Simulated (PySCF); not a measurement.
A structure optimised at PBE-D3(BJ)/def2-TZVP, used in a PySCF frequency run:

```xyz
6

C      0.0000     0.0000    -1.1601
Si     0.0000     0.0000     0.5526
H      0.0000    -0.9239    -1.7398
H      0.0000     0.9239    -1.7398
H      0.0000     1.2543     1.3519
H      0.0000    -1.2543     1.3519
```

### Question
Write its SMILES, formula and point group.

### Answer
C=[SiH2], CH₄Si, C2v

### Question
What are its rotational constants (standard atomic weights)?

### Answer
103.30, 14.644, 12.826 GHz
